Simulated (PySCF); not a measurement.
**Dipole moment and polarisability of `O=[C](O)[GeH2][CH2]F`**

C₂H₅FGeO₂.
Geometry (PBE0-D3(BJ)/def2-SVP, Å), atoms numbered from 1 in this order:
```xyz
11
C2H5FGeO2 angstrom
O      1.4623   -1.0854   -0.9987
C      1.3935   -0.1076   -0.3028
O      2.4583    0.4498    0.2830
Ge    -0.3243    0.8341    0.0472
C     -1.6562   -0.6070    0.1115
F     -1.4668   -1.3296    1.2670
H      3.2324   -0.0852    0.0307
H     -0.5834    1.7677   -1.1480
H     -0.2814    1.6185    1.3650
H     -2.6862   -0.2135    0.0887
H     -1.5104   -1.2679   -0.7594
```

Level: wB97X-D/def2-SVPD (PySCF), static field, nuclei fixed, core orbitals frozen in the response. The polarisability tensor in these axes (au):

```
x   71.61 -0.53 -0.54
y   -0.53 63.47  3.90
z   -0.54  3.90 56.20
```

Q: Diagonalise the tensor; give its mean and Δα, where Δα² is half the sum of the squared differences of the eigenvalues.

A: Principal values 54.51, 65.09 and 71.69 au; mean 63.76 au = 9.45 Å³ = 10.51 × 10⁻⁴⁰ C²·m²/J; Δα = 15.01 au (24 % of the mean).

Q: What is the dipole moment, and where does it point?

A: (-0.14, 1.87, -0.47) D, 1.94 D in size, pointing from the negative to the positive side. Measured along this direction, the outermost atoms are F6 at the negative end and H8 at the positive end.

Q: How large is μ²/3kT at 500 K beside α?

A: In Gaussian units μ²/3kT = 18.09 Å³ against 9.45 Å³, a ratio of 1.91; the Debye molar polarisation (4π/3)N_A(α + μ²/3kT) is 69.5 cm³/mol, leaving out the vibrational part.

Q: What would n − 1 = 2πNα be for an ideal gas of these molecules at 298.15 K and 1 atm, electronic part alone?

A: N = p/kT = 2.4615 × 10¹⁹ cm⁻³, so n − 1 = 2π × N × 9.45 × 10⁻²⁴ cm³ = 1461 × 10⁻⁶ at long wavelengths.

Q: Rayleigh depolarisation ratio (linearly polarised light, static tensor)?

A: ρ = 3Δα²/(45ᾱ² + 4Δα²) = 676.1/(182942 + 901.4) = 0.00368.

Geometry: PBE0-D3(BJ)/def2-SVP, one conformer, isolated molecule. The calculation is non-relativistic, for germanium too.

The run behind these numbers computed excited states and ΔSCF ions as well. Hardware: Arm Neoverse N1, one thread, shared host. Cost: 3.2 min wall, 0.97 GiB resident at most.
